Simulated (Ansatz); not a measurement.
Born–Oppenheimer molecular dynamics of Cl3HSn (5 atoms, charge 0, multiplicity 1). It goes on from the last frame of an earlier run, with new velocities.

Computed with RHF/def2-SVP (Ansatz 0.2.0).

- ensemble: NVT, Nosé–Hoover chain
- time step: 0.5 fs
- steps asked: 150
- set temperature: 500 K
- thermostat: time constant 100 fs, chain length 3 (defaults)
- seed: 844967

First frame:

```xyz
5
Properties=species:S:1:pos:R:3
Sn 0.010 -0.031 0.036
H 0.028 0.083 1.766
Cl 2.196 0.116 -0.802
Cl -1.044 1.856 -0.829
Cl -1.183 -1.871 -0.795
```

(1) How far do the bonds stretch over the last three quarters of this one trajectory? (Pairs bonded in most of those frames.)

## Answers

(1) 
```json
{"bond": "Sn1–H2", "mean (Å)": "1.692", "spread (Å)": "0.030", "shortest": "1.65", "longest": "1.74"}
{"bond": "Sn1–Cl3", "mean (Å)": "2.321", "spread (Å)": "0.016", "shortest": "2.30", "longest": "2.35"}
{"bond": "Sn1–Cl4", "mean (Å)": "2.324", "spread (Å)": "0.020", "shortest": "2.30", "longest": "2.35"}
{"bond": "Sn1–Cl5", "mean (Å)": "2.328", "spread (Å)": "0.021", "shortest": "2.30", "longest": "2.36"}
```

Mean temperature of the second half: 301 K. The conserved energy stayed within 0.028 meV per atom of its start (net change -0.023 meV per atom), so the integration is sound. The mean temperature of the second half is 40 % below the set value. A run of 0.075 ps of so small a system gives no equilibrium averages.

Time of the run: 5.3 min on 1 thread of Arm Neoverse V1 (shared host), peak memory 0.18 GiB.
